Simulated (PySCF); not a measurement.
**A small calculation by hand: refractive index and permittivity of the vapour**

BaCl2, SMILES [Cl][Ba][Cl].

Geometry: B3LYP-D3(BJ)/def2-TZVP. The isomer is the one that the SMILES or the coordinates give; other isomers of the formula were not compared. The def2 effective core potentials stand for the cores of Ba; spin–orbit coupling is left out.

HF/def2-TZVPD (PySCF) gives a mean static polarisability of 59.8 bohr³ and a dipole moment of 7.90 D. Take an ideal gas at 298.15 K and 0.1 bar, whether or not the substance is that volatile.

### Question
Work out n − 1 in the optical limit and the static ε − 1.

### Answer

Polarisability volume α' = 59.8 × 0.148185 = 8.86 Å³. Number density N = p/kT = 2.43e-6 Å⁻³.
Dilute limit of Lorentz–Lorenz: n − 1 = 2π N α' = 0.00014.
Orientation term of Debye: μ²/(3kT) = 8.098 Å³ × μ²(D²) = 505.38 Å³.
ε − 1 = 4π N (α' + μ²/3kT) = 0.016. Orientation of the dipole supplies 98 % of the static response; it can't follow optical fields. Vibrational polarisation and dispersion are left out.
